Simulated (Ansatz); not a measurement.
Ansatz (a quantum-chemistry and plane-wave program) input (LC-wPBE/def2-TZVPD):

Ansatz 0.2 input:
```yaml
crystal:
  periodic: [false, false, false]
  atoms:
    - {symbol: W, position_ang: [-0.00017704, 0.00002192, -0.02491765]}
    - {symbol: H, position_ang: [1.44210201, 0.00689977, 0.91176014]}
    - {symbol: H, position_ang: [-1.42900082, -0.00852219, 0.93214613]}
basis:
  gaussian:
    orbitals: def2-TZVPD
hamiltonian:
  xc: {name: LC-wPBE}
magnetization: {spin_polarized: true, initial_magnetization: 4}
output: {forces: true}
```

End of the output:

```
integrals: 0.01 GiB planned
448 factors; their error is unknown
integrals: 0.04 GiB planned
206 factors; integrals over basis functions are off by at most 5.3e-5 eV
mean field: 0.18 GiB planned
mean field evaluation 1: about -1854.1362 eV, gradient 1.0e1 eV
mean field evaluation 2: about -1854.6875 eV, gradient 5.4e0 eV
mean field evaluation 4: about -1854.8943 eV, gradient 6.6e-1 eV
mean field evaluation 8: about -1854.9166 eV, gradient 4.7e-2 eV
mean field evaluation 16: about -1854.9106 eV, gradient 4.8e-4 eV
mean field -1854.91062539 eV, -68.1667081794 hartree, gradient 5.6e-5 eV, S^2 6.027276; 0 other end points of the search recorded, 0 dependent functions left out
the calculation of the forces begins
reference -1854.91062539 eV, -68.1667081796 hartree; 10, 6 occupied and 51, 55 virtual orbitals, 448 factors
Total energy: -1854.91062539 eV, -68.1667081796 hartree
Atom 0 at    -0.000177     0.000022    -0.024918 Å, force     0.000973    -0.000121     0.136983 eV/Å
Atom 1 at     1.442102     0.006900     0.911760 Å, force     0.014307     0.000140    -0.068597 eV/Å
Atom 2 at    -1.429001    -0.008522     0.932146 Å, force    -0.015281    -0.000019    -0.068387 eV/Å
Dipole moment:    -0.003637     0.000450    -0.511948 e Å
```

The spin state was set by rule; other spins were not relaxed.
